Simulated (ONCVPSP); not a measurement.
# iron: one change to an ONCV potential, before and after

ONCVPSP 4.0.1 input, shortened (lines: element, Z, core and valence counts, functional; n l f; lmax; l rc ep ncon nbas qcut; lloc lpopt rc5 dvloc0; l nproj debl; icmod fcfact rcfact), PBE, scalar-relativistic:

```
  Fe 26.00    3    4        4      upf
    1    0    2.00
    2    0    2.00
    2    1    6.00
    3    0    2.00
    3    1    6.00
    3    2    6.00
    4    0    1.75
    3
    0    1.60    0.00    4    8    7.30
    1    0.85    0.00    4    8   10.30
    2    1.40    0.00    5   10   12.40
    3    1.25    0.29    4    8    8.10
    4    5    0.65    0.00
    0    3    4.00
    1    2    2.30
    2    2    4.00
    3    1    2.90
    3    3.25    1.25
```

Change: d: rc 1.74.

Cutoffs: the cutoffs (Ha) at which the residual kinetic energy of the hardest occupied pseudo-wave falls to 1 and 0.1 mHa per electron; they do not see the model core or the augmentation charge, which bear on the density cutoff. Errors are all-electron minus pseudo energies relative to the spin-unpolarised reference configuration.

Question: How do hardness, ghosts and transferability respond?

Answer: The potential gets softer (58 Ha and 228 Ha → 47 Ha and 228 Ha); of the 4 tests that both files solve, the error grows in 1 and shrinks in 0 by more than 15 % and 0.3 meV (median size 0.6 → 0.4 meV); neither file shows a bound ghost. A larger radius leaves more room for a smooth pseudo-wave, so fewer plane waves are needed.

| quantity | base | changed |
| --- | --- | --- |
| cutoff, loose | 58 Ha | 47 Ha |
| cutoff, tight | 228 Ha | 228 Ha |
| loose cutoff by channel | s 13 Ha, p 47 Ha, d 58 Ha | s 13 Ha, p 47 Ha, d 46 Ha |
| bound ghosts | none | none |
| GHOST(+) flags under 300 eV | f at 294.9 eV | f at 294.9 eV |
| error for 3s2 3p6 3d6 4s2, meV [ΔE -1.53 eV] | +0.2 | +0.2 |
| error for 3s2 3p6 3d6 4s1, meV [ΔE 7.20 eV] | -0.4 | -0.2 |
| error for 3s2 3p6 3d6 4s0, meV [ΔE 23.40 eV] | -0.8 | +0.6 |
| error for 3s2 3p6 3d5 4s2, meV [ΔE 12.68 eV] | +20 | +47 |
| s: phases at 1.62 bohr within 0.05 rad from the reference energy up to (Ha; the scan ends near 5) | to the end of the scan | to the end of the scan |
| p: phases at 0.86 bohr within 0.05 rad from the reference energy up to (Ha; the scan ends near 5) | to the end of the scan | to the end of the scan |
| f: phases at 1.27 bohr within 0.05 rad from the reference energy up to (Ha; the scan ends near 5) | to the end of the scan | to the end of the scan |
| rms error of d²Exc/dni dnj with the model core, mHa | 1.16 | 0.97 |
